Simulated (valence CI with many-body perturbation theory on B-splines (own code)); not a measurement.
# Valence orbitals of Pm45+

Calculated by relativistic CI+MBPT: six valence electrons over a frozen Dirac-Fock core [Ne], a basis of 9 s, 9 p, 8 d, 6 f, 3 g, 1 h functions for each j, with the one-electron correlation potential Σ1 (screened to all orders), the two-electron term Σ2, the three-electron term Σ3, Breit, model QED; selected single and double excitations, second order for the rest, scaled by the run's own slope (own B-spline code, finite nucleus).

The last digits are not significant, and no measured levels were compared; by estimate large intervals hold to a few tenths of a per cent, small ones and those within an open d or f shell to about a per cent. Among the levels kept, up to 1100 cm⁻¹ of a level comes from second order outside the variational space, and about a tenth of that is noise between levels of different J, which matters for small intervals.

These are the spectroscopic orbitals of the CI (the correlating ones are not listed), shaped by the core and the other valence electrons. h is the expectation value of the core's Dirac-Fock operator, without the valence repulsion; Σ1 is computed up to l = 3 at one energy for each symmetry, that of its lowest orbital but kept below the first core excitation, so for empty shells it is not the orbital's own correlation shift; Breit and QED include the response of the core, and the two lowest orbitals of each symmetry also the frequency dependence of Breit exchange, which makes a step in that column.

```
Orbital  h (hartree)  Σ1 (cm⁻¹)  Breit (cm⁻¹)  QED (cm⁻¹)  ⟨r⟩ (bohr)
  3s1/2      -164.58      -6697         22663       18092      0.2384
  4s1/2      -89.452      -2193          8594        7068      0.4460
  5s1/2      -56.063       -995          4071        3419      0.7204
  6s1/2      -38.398       -541          2267        1916       1.059
  3p1/2      -160.15      -8618         37728         264      0.2260
  4p1/2      -87.596      -2783         14461         117      0.4376
  5p1/2      -55.126      -1268          6948        59.6      0.7156
  6p1/2      -37.861       -691          3892        34.3       1.058
  3p3/2      -154.52      -7678         21918        2004      0.2355
  4p3/2      -85.299      -2560          8384         798      0.4503
  5p3/2      -53.975      -1181          4323         393      0.7316
  6p3/2      -37.204       -649          2428         222       1.077
  3d3/2      -149.05      -9487         17447        -585      0.2030
  4d3/2      -83.164      -2589          6150        -192      0.4244
  5d3/2      -52.924      -1147          2913       -88.7      0.7102
  3d5/2      -147.74      -8675          8333         126      0.2059
  4d5/2      -82.602      -2362          2913        88.0      0.4279
  5d5/2      -52.636      -1047          1412        50.6      0.7146
  4f5/2      -81.412      -2130           553       -85.9      0.3762
  5f5/2      -52.034      -1040           377       -45.9      0.6669
  4f7/2      -81.174      -2049           148        34.9      0.3779
  5f7/2      -51.912       -997           100        15.4      0.6689
  5g7/2      -51.719                     10.6       -19.0      0.5921
  5g9/2       -51.65                      1.7        14.3      0.5933
```

Among the shells of the start configuration 3s2 3p4, Σ1 is largest in size for 3p1/2, where it is 0.025 % of h.

Lowest root of each symmetry, sizes in configuration state functions:

```tsv
J	Parity	Roots	Reference	Variational	Second order	Change by selected CI (cm⁻¹)	Change by second order (cm⁻¹)
0	even	4	19	54812	335672	-26835	-12
1	even	2	32	59997	1298859	-26695	-96
2	even	4	47	59987	2135068	-27098	-133
3	even	1	35	48118	1851419	-57642	-518
4	even	1	26	52323	1950234	-61426	-514
0	odd	4	31	47026	365015	-35261	-33
1	odd	9	81	58552	1155817	-34596	-408
2	odd	10	102	53953	2393550	-34184	-974
3	odd	8	95	53765	2758755	-35339	-867
4	odd	5	68	52711	2221144	-35325	-601
5	odd	1	38	44667	1210209	-31767	-175
```
